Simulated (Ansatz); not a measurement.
Problem. Predict a relaxed structure of B(CN)3 (BC₃N₃), charge 0, singlet, at B3LYP-D4/def2-SVP (Ansatz).

Solution. 
Cartesian coordinates in Å:
```
B 0.0005 -0.0003 -0.0006
C -0.5923 -1.3437 -0.4291
N -1.0426 -2.3648 -0.7542
C -0.1501 1.2253 -0.9033
N -0.2662 2.1578 -1.5876
C 0.7434 0.1177 1.3312
N 1.3073 0.2079 2.3437
```
Point group D3h (tolerance 0.1 Å). This is one stationary point.
